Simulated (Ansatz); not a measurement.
System: VO2, net charge 0, doublet state. The spin state was set by rule; other spins were not relaxed. 
Geometry from a B3LYP-D3(BJ)/def2-TZVP (Ansatz, a quantum-chemistry and plane-wave program) optimisation:
```
V
O 1 1.6098
O 1 1.6098 2 115.86
```
Charge 0, spin multiplicity 2.

Basis-set convergence of Hartree-Fock and CCSD correlation energies (hartree) with Ansatz. Valence correlation only, unless marked. Open shells are spin-unrestricted. No spin-orbit coupling. The frozen core is the preceding noble-gas configuration, with the filled d and f shells of earlier blocks. Non-relativistic. The program attaches cautions to a run behind CCSD/def2-SVP: large difference. The program attaches cautions to a run behind CCSD/def2-TZVPP: large difference.

The UHF reference is spin-contaminated (<S^2> 0.78 over the pure value in the largest basis). The T1 diagnostic of CCSD in the largest basis is 0.117, which is high, so the coupled-cluster rows are less sure than usual.

```csv
basis,functions,E(HF),"E(corr, CCSD)"
def2-SVP,59,-1092.28427,-0.53203
def2-TZVPP,126,…,…
```

Question: Fill in the missing entries.

Answer: 
- def2-TZVPP, E(HF): -1092.60011
- def2-TZVPP, E(corr, CCSD): -0.66063
